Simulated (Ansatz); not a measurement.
Reaction (redistribution): `[OH][Al]([SH])[Cl]` + `FC(F)(F)C1=CC(C(F)(F)F)=[O+][B-](Cl)(Cl)O1` → `[OH][Al-]1([Cl])[O]C(C(F)(F)F)=CC(C(F)(F)F)=[O+]1` + `SB(Cl)Cl`

Gas-phase electronic energies from Ansatz, PBE0-D4/def2-TZVP geometries. CBS: MP2 limit from def2 TZ/QZ plus the TZ coupled-cluster correction, frozen cores. DFT in def2-TZVPP. HSE06 is defined as in plane-wave codes. Each species was taken in one conformer, which may not be the lowest.

Question: Is it downhill or uphill in electronic energy at CCSD(T)/CBS, and by how much? (Best estimate.)

Answer: The calculation gave: Downhill: ΔE = -0.83 eV.

Question: What do these levels give: PBE-D4, BHLYP-D4, CAM-B3LYP-D4, ωB97X-V, revPBE, HSE06, CAM-B3LYP, LC-ωPBE, CCSD/def2-SVP, HF/def2-TZVPP, SCS-MP2/def2-TZVPP, HF/CBS(def2)? (Best estimate.)

Answer: Computed: PBE-D4 -0.79, BHLYP-D4 -0.94, CAM-B3LYP-D4 -0.87, ωB97X-V -0.81, revPBE -0.83, HSE06 -0.80, CAM-B3LYP -0.88, LC-ωPBE -0.79, CCSD/def2-SVP -0.95, HF/def2-TZVPP -1.00, SCS-MP2/def2-TZVPP -0.85, HF/CBS(def2) -1.03 eV.

Largest T1 diagnostic among the species: 0.015.

In def2-TZVPP, CCSD(T) changes the Hartree–Fock value by +0.19 eV (the triples alone add +0.03 eV) and MP2 by +0.20 eV. Leaving LDA and LC-ωPBE aside and taking each functional with its dispersion term where it has one, the values spread over 0.16 eV, from BHLYP-D4 to PBE-D4. LDA lies +0.15 eV from PBE without D4. At CCSD(T), def2-SVP lies −0.11 eV from the extrapolated value and def2-TZVPP +0.01 eV.
